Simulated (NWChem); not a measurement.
All runs are NWChem calculations. System: HF2Ga, charge 0, spin multiplicity 1, at a geometry optimised with PBE0/def2-SVP. The structure started from a generated list of species. Level: PBE0/x2c-SVPall-2c, spin-orbit ZORA.

NWChem printed:

```
             Northwest Computational Chemistry Package (NWChem) 7.3.0
             --------------------------------------------------------

                                NWChem Input Module
                                -------------------

 Scaling coordinates for geometry "geometry" by  1.889725989
 (inverse scale =  0.529177249)

                             Geometry "geometry" -> ""
                             -------------------------

 Output coordinates in angstroms (scale by  1.889725989 to convert to a.u.)

  No.       Tag          Charge          X              Y              Z
 ---- ---------------- ---------- -------------- -------------- --------------
    1 Ga                  31.0000     0.00000000     0.00000000    -0.31773900
    2 H                    1.0000     0.00000000     0.00000000    -1.85934200
    3 F                    9.0000     1.44763200     0.00000000     0.65051400
    4 F                    9.0000    -1.44763200     0.00000000     0.65051400

 Effective nuclear repulsion energy (a.u.)     198.2795930314

            Nuclear Dipole moment (a.u.)
            ----------------------------
        X                 Y               Z
 ---------------- ---------------- ----------------
     0.0000000000     0.0000000000     0.0000018897


 Summary of "ao basis" -> "" (spherical)
 ------------------------------------------------------------------------------
       Tag                 Description            Shells   Functions and Types
 ---------------- ------------------------------  ------  ---------------------
 *                       x2c-svpall-2c                on all atoms

                                 NWChem DFT Module
                                 -----------------

 Summary of "ao basis" -> "ao basis" (spherical)
 ------------------------------------------------------------------------------
       Tag                 Description            Shells   Functions and Types
 ---------------- ------------------------------  ------  ---------------------
 Ga                      x2c-svpall-2c              14       38   5s6p3d
 H                       x2c-svpall-2c               3        5   2s1p
 F                       x2c-svpall-2c               6       14   3s2p1d

 Summary of "ao basis" -> "ao basis" (spherical)
 ------------------------------------------------------------------------------
       Tag                 Description            Shells   Functions and Types
 ---------------- ------------------------------  ------  ---------------------
 Ga                      x2c-svpall-2c              14       38   5s6p3d
 H                       x2c-svpall-2c               3        5   2s1p
 F                       x2c-svpall-2c               6       14   3s2p1d

            General Information
            -------------------
          SCF calculation type: DFT
          Wavefunction type:  closed shell.
          No. of atoms     :     4
          No. of electrons :    50
           Alpha electrons :    25
            Beta electrons :    25
          Charge           :     0
          Spin multiplicity:     1
          Use of symmetry is: off; symmetry adaption is: off
          Maximum number of iterations: 100
          AO basis - number of functions:    71
                     number of shells:    29
          Convergence on energy requested:  1.00D-06
          Convergence on density requested:  1.00D-05
          Convergence on gradient requested:  5.00D-04

              XC Information
              --------------
                         PBE0 Method XC Functional
                     Hartree-Fock (Exact) Exchange  0.250
          PerdewBurkeErnzerhof Exchange Functional  0.750
            Perdew 1991 LDA Correlation Functional  1.000 local
           PerdewBurkeErnz. Correlation Functional  1.000 non-local

             Grid Information
             ----------------
          Grid used for XC integration:  fine
          Radial quadrature: Mura-Knowles
          Angular quadrature: Lebedev.
          Tag              B.-S. Rad. Rad. Pts. Rad. Cut. Ang. Pts.
          ---              ---------- --------- --------- ---------
          Ga                  1.30      140           7.0       974
[...]
       Scaling correction =       10.690385549162

 Numeric. integr. density =       50.000000444101

     Total iterative time =      4.2s

                       DFT Final Molecular Orbital Analysis
                       ------------------------------------

 Vector   48  Occ=1.000000D+00  E=-3.940709D-01
              MO Center=  9.9D-07,  9.5D-13, -1.5D-04, r^2= 1.4D-03
  Bfn.         Coefficient        Function           Bfn.         Coefficient        Function
  ----     -------------------  ------------         ----     -------------------  ------------
   132     0.377079  -0.000000  4 F  px               118     0.377078  -0.000000  3 F  px
   134     0.279994  -0.000000  4 F  pz               120    -0.279993   0.000000  3 F  pz
   135     0.262652  -0.000000  4 F  px               121     0.262651  -0.000000  3 F  px
   137     0.204402  -0.000000  4 F  pz               123    -0.204402   0.000000  3 F  pz
    98    -0.100810   0.000000  1 Ga d  1              89     0.065816  -0.000000  1 Ga px

 Vector   49  Occ=1.000000D+00  E=-3.754691D-01
              MO Center= -7.2D-10, -7.9D-14,  3.4D-04, r^2= 1.6D-03
  Bfn.         Coefficient        Function           Bfn.         Coefficient        Function
  ----     -------------------  ------------         ----     -------------------  ------------
   134    -0.355640  -0.000286  4 F  pz               120    -0.355640  -0.000286  3 F  pz
   110    -0.297967  -0.000240  2 H  s                111    -0.257366  -0.000207  2 H  s
   137    -0.243400  -0.000196  4 F  pz               123    -0.243400  -0.000196  3 F  pz
    88     0.177262   0.000143  1 Ga pz                75    -0.140750  -0.000113  1 Ga s
    97     0.132047   0.000106  1 Ga d  0              82    -0.105313  -0.000085  1 Ga pz

 Vector   50  Occ=1.000000D+00  E=-3.754691D-01
              MO Center= -1.5D-06,  8.0D-10, -3.6D-01, r^2= 3.1D+00
  Bfn.         Coefficient        Function           Bfn.         Coefficient        Function
  ----     -------------------  ------------         ----     -------------------  ------------
    63     0.355640  -0.000000  4 F  pz                49     0.355640   0.000000  3 F  pz
    39     0.297968  -0.000000  2 H  s                 40     0.257366  -0.000000  2 H  s
    66     0.243400  -0.000000  4 F  pz                52     0.243400   0.000000  3 F  pz
    17    -0.177262   0.000000  1 Ga pz                 4     0.140750  -0.000000  1 Ga s
    26    -0.132047   0.000000  1 Ga d  0              11     0.105313   0.000000  1 Ga pz

 Vector   51  Occ=0.000000D+00  E=-4.485066D-02
              MO Center= -5.7D-09,  3.6D-08, -3.8D-01, r^2= 3.3D+00
  Bfn.         Coefficient        Function           Bfn.         Coefficient        Function
  ----     -------------------  ------------         ----     -------------------  ------------
    19     0.677650   0.162887  1 Ga py                16     0.424738   0.102094  1 Ga py
    10    -0.209596  -0.050381  1 Ga py                62    -0.170593  -0.041005  4 F  py
    48    -0.170593  -0.041005  3 F  py                65    -0.151770  -0.036481  4 F  py
    51    -0.151770  -0.036481  3 F  py                35    -0.083841  -0.020153  1 Ga d -1
     7     0.081977   0.019705  1 Ga py                25     0.037461   0.009004  1 Ga d -1

 Vector   52  Occ=0.000000D+00  E=-4.485066D-02
              MO Center=  1.1D-10,  9.7D-08,  7.2D-05, r^2= 7.3D-04
  Bfn.         Coefficient        Function           Bfn.         Coefficient        Function
  ----     -------------------  ------------         ----     -------------------  ------------
    90     0.000000  -0.696952  1 Ga py                87     0.000000  -0.436835  1 Ga py
    81    -0.000000   0.215566  1 Ga py               133    -0.000000   0.175452  4 F  py
   119    -0.000000   0.175452  3 F  py               136    -0.000000   0.156093  4 F  py
   122    -0.000000   0.156093  3 F  py               106    -0.000000   0.086229  1 Ga d -1
    78     0.000000  -0.084312  1 Ga py                96     0.000000  -0.038528  1 Ga d -1

 Vector   53  Occ=0.000000D+00  E=-3.075857D-02
              MO Center= -5.1D-13,  3.0D-12, -1.0D-05, r^2= 1.3D-04
  Bfn.         Coefficient        Function           Bfn.         Coefficient        Function
  ----     -------------------  ------------         ----     -------------------  ------------
    76     0.827168   0.378249  1 Ga s                111    -0.650150  -0.297302  2 H  s
    75     0.507813   0.232214  1 Ga s                 74    -0.290768  -0.132963  1 Ga s
   110    -0.243874  -0.111519  2 H  s                117    -0.220583  -0.100869  3 F  s
   131    -0.220583  -0.100869  4 F  s                132    -0.167661  -0.076668  4 F  px
   118     0.167661   0.076668  3 F  px               135    -0.143892  -0.065799  4 F  px

   alpha - beta orbital overlaps
   -----------------------------

   alpha      1      2      3      4      5      6      7      8      9     10
    beta      1      2      3      4     61      6      7      8      9     10
 overlap   1.130  1.342  1.318  0.399  0.033  0.623  0.619  0.624  1.151  1.138

   alpha     11     12     13     14     15     16     17     18     19     20
    beta     11      6      7      8     49     48     39     61     48     49
 overlap   1.158  0.209  0.210  0.209  0.069  0.059  0.100  0.024  0.051  0.049

   alpha     21     22     23     24     25     26     27     28     29     30
    beta      9      7     11     24     25     26     27     28     24     25
 overlap   0.010  0.010  0.011  0.707  0.703  0.706  0.711  0.706  0.245  0.243

   alpha     31     32     33     34     35     36     37     38     39     40
    beta     26     27     28     24     25     26     27     28     39     39
 overlap   0.244  0.244  0.244  0.032  0.037  0.030  0.037  0.033  0.168  0.097

   alpha     41     42     43     44     45     46     47     48     49     50
    beta     27     25      4     44     45     45     47     48     49     47
 overlap   0.004  0.003  0.010  1.076  0.384  0.286  0.386  0.414  0.409  0.260

   alpha     51     52     53     54     55     56     57     58     59     60
    beta     48     49     48     48     49     49     47     58     59     59
 overlap   0.290  0.280  0.007  0.005  0.005  0.007  0.007  1.076  0.384  0.286

   alpha     61     62     63     64     65     66     67     68     69     70
    beta     61     62     63     61     62     63     62     62     63     63
 overlap   0.386  0.414  0.409  0.260  0.290  0.280  0.007  0.005  0.005  0.007

   alpha     71
    beta     61
 overlap   0.007

     --------------------------
     Expectation value of S2:
     --------------------------
      <S2> =      0.0010 (Exact =     0.0000)

     Multipole analysis of the density
     ---------------------------------

     L   x y z        total         alpha         beta         nuclear
     -   - - -        -----         -----         ----         -------
     0   0 0 0     -0.000000    -25.000000    -25.000000     50.000000

     1   1 0 0     -0.000000     -0.000000     -0.000000      0.000000
     1   0 1 0      0.000000      0.000000      0.000000      0.000000
     1   0 0 1     -0.962221     -0.481111     -0.481111      0.000002

     2   2 0 0    -23.493483    -79.099677    -79.099677    134.705871
     2   1 1 0     -0.000000     -0.000000     -0.000000      0.000000
     2   1 0 1     -0.000000     -0.000000     -0.000000      0.000000
     2   0 2 0    -16.568134     -8.284067     -8.284067      0.000000
     2   0 1 1      0.000000      0.000000      0.000000      0.000000
     2   0 0 2    -19.779685    -35.251336    -35.251336     50.722988

 Task  times  cpu:        7.1s     wall:        7.1s

 Total times  cpu:        7.1s     wall:        7.1s
```

Problem. Write an NWChem input that would produce this output.

Solution. One answer among several that fit: 
```
start mol
memory heap 200 mb stack 900 mb global 1100 mb
geometry units angstroms nocenter noautoz noautosym
  Ga     0.000000     0.000000    -0.317739
  H      0.000000     0.000000    -1.859342
  F      1.447632     0.000000     0.650514
  F     -1.447632     0.000000     0.650514
end
basis spherical
  * library x2c-svpall-2c
end
relativistic
  zora on
end
dft
  xc pbe0
  semidirect memsize 60000000 filesize 0
  iterations 100
  grid fine
end
task sodft energy
```
